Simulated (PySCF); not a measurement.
**Ionisation energy along the 14-electron series**

Calculated with PySCF 2.14 and a two-component X2C-1e Hamiltonian (Gaussian nucleus, no Breit or QED terms), each ion in its own even-tempered basis scaled to its charge; GMP2 freezes 1s2 and drops the highest virtual spinors. Values in eV. NIST values: (m) measured, (s) semi-empirical, (t) theoretical.

```tsv
ion	configuration	GHF (spin-free)	GMP2 (spin-free)	GHF (screened spin-orbit)	GMP2 (screened spin-orbit)	NIST
Ir⁶³⁺	[Ne] 3s2 3p2	6984.2	6985.1	7281.5	7283.3	7274 ± 19 (t)
Pt⁶⁴⁺	[Ne] 3s2 3p2	7203.3	7204.2	7520.9	7522.8	7512 ± 24 (t)
Au⁶⁵⁺	[Ne] 3s2 3p2	7426.3	7427.2	7765.4	7767.2	7760 ± 30 (t)
```

Between Z = 77 and Z = 79 the GMP2 (screened spin-orbit) value grows as Z to the power 2.51.
